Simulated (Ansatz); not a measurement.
`C[Si](O)(F)F` + CH₃OH → `CO[Si](C)(O)F` + H–F  (ligand exchange at the Si–F bond)

Computed with Ansatz on PBE0-D4/def2-TZVP structures; ΔE is electronic, products minus reactants. CCSD(T)/CBS is the MP2 limit (def2-TZVPP, def2-QZVPP) plus CCSD(T) − MP2 in def2-TZVPP, frozen cores. This one scheme is used for every species. Functionals use def2-TZVPP. B3LYP here is the variant with VWN-RPA as its local correlation; programs differ in this. One conformer a species, not always the lowest.

| level | ΔE (eV) |
| --- | --- |
| B3LYP-D4 | 0.45 |
| ωB97X-V | 0.47 |
| B2PLYP | 0.50 |
| PBE0 | 0.50 |
| HF/def2-TZVPP | 0.56 |
| HF/def2-QZVPP | 0.57 |
| MP2/def2-QZVPP | 0.41 |
| CCSD/CBS(def2) | 0.45 |

(1) What does CCSD(T)/CBS give? (Best estimate.)

Largest T1 diagnostic among the species: 0.011.

## Answers

(1) Computed: +0.43 eV. The listed levels differ from it by 0.02, 0.04, 0.07, 0.07, 0.13, 0.14, -0.02, 0.02 eV.

The D4 term adds −0.10 eV with B3LYP and −0.06 eV with PBE0; it sums over pairs of atoms, weighted by their polarisabilities, and B3LYP, whose exchange is more repulsive, gets the larger term. In def2-TZVPP, CCSD(T) changes the Hartree–Fock value by −0.13 eV (the triples alone add −0.02 eV) and MP2 by −0.15 eV.
